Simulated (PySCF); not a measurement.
Molecule: In(F)2(Cl)(OH2), H2ClF2InO, singlet. Atoms near the plane z = 1.0 Å, at the PBE0/def2-SVP optimised geometry (x, y, z in Å): In1 (-1.2, -0.8, 0.0), F2 (-1.0, 1.1, 0.0), Cl4 (-2.3, -1.9, 1.7), O5 (1.1, -0.8, 0.0), H6 (1.2, 0.2, -0.1).

Computed with PBE0/def2-TZVP, def2 effective core potentials past Kr run with PySCF. The core electrons that the potentials of In replace are not part of the density. The values are rescaled to run from 0 to 1.

```
|%%%%%%%%%%%%%%%%%%%%%%%%%%%|
|%%%%%%%%%%%%%%%%%%%%%%%%%%%|
|%%%%%%%%%%%%%%%%%%%%%%%%%%%|
|%%%%%%%%%%%%%%%%%%%%%%%%%%%|
|%%%%%%%%%%%%%%%%%%%%%%%%%%%|
|%%%%%%%%%%%%%%%%%%%%%%%%%%%|
|%%%%%%%%%%%%%%%%%%%%%%%%%%%|
|%%%%%%%%%%%%%%%%%%%%%%%%%%%|
|%%%%%%%%%%%%%%%%%%%%%%%%%%%|
|%%%%%%%%%%%%%%%%%%%%%%%%%%%|
|%%%%%%%%###%%%%%%%%%%%%%%%%|
|%%%%%%%%%###%%%%%%%%%%%%%%%|
|%%%%%%%%%%%%%%%%%%%%%%%%%%%|
|%%%%%%%%%%%%%%%%%%%%%%%%%%%|
|%%%@@@@%%%%%%%%%%%%%%%%%%%%|
|%%@@@@@@%%%%%%%%%%%%%%%%%%%|
|%%@@@@@@%%%%%%%%%%%%%%%%%%%|
|%%@@@@@@%%%%%%%%%%%%%%%%%%%|
|%%%%%%%%%%%%%%%%%%%%%%%%%%%|
|###****####%%%%%%%%%%%%%%%%|
|#*+-::-+*####%%%%%%%%%%%%%%|
|*+-.  .-+*####%%%%%%%%%%%%%|
|*+-.  .-+*####%%%%%%%%%%%%%|
|*+=-:::=+*####%%%%%%%%%%%%%|
|**+=--=+**####%%%%%%%%%%%%%|
|#**++++**#####%%%%%%%%%%%%%|
|##******######%%%%%%%%%%%%%|
```
Scale: ten equal steps from 0.000 (start of ' ') to 1.00 (end of '@'), in the order ' .:-=+*#%@'; x runs from -3.50 to 3.50, y from -3.50 (bottom) to 3.50 (top).

Problem. Which quantity is mapped?
(A) deformation density (molecule minus spherical neutral atoms)
(B) an orbital amplitude
(C) Laplacian of the electron density
(D) electrostatic potential

Solution. B, an orbital amplitude. In full: HOMO amplitude (bohr^(-3/2)).
